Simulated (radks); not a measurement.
Q: All-electron atom: the erbium ion Er6+ in [Kr] 4d10 4f10 5s2 5p4. All-electron calculation, non-relativistic Kohn-Sham, PBE, spin-polarised, spherical densities, point nucleus; open shells are filled with parallel spins first (spin-orbit coupling, left out, can overturn this in heavy ions); relativity is left out, which matters for an element this heavy. Program: a radial shooting solver on a logarithmic mesh with Libxc functionals. Some entries of the table are withheld. Estimate them.

orbital  occ.  eigenvalue (eV)  r(max) (bohr)
1s up       1        -53519.73        0.01479
1s down     1        -53519.55        0.01479
2s up       1        -8706.064        0.08081
2s down     1        -8705.897        0.08081
2p up       3        -8313.792        0.06283
2p down     3        -8313.596        0.06284
3s up       1        -2009.937         0.2237
3s down     1        -2007.434         0.2237
3p up       3        -1832.260         0.2114
3p down     3        -1829.954         0.2113
3d up       5        -1501.072         0.1679
3d down     5        -1499.388         0.1678
4s up       1        -460.4731         0.5072
4s down     1        -456.2887         0.5072
4p up       3        -389.0185         0.5103
4p down     3        -384.8329         0.5104
4d up       5        -260.4243         0.5120
4d down     5        -256.2149         0.5122
5s up       1        -123.6105          1.154
5s down     1        -119.7784          1.157
5p up       3        -102.0830          1.234
5p down     1         -98.4903          1.240
4f up       7              (1)         0.4910
4f down     3              (2)         0.4921

A: 
(1) 4f up eigenvalue (eV): -98.4748
(2) 4f down eigenvalue (eV): -94.1523
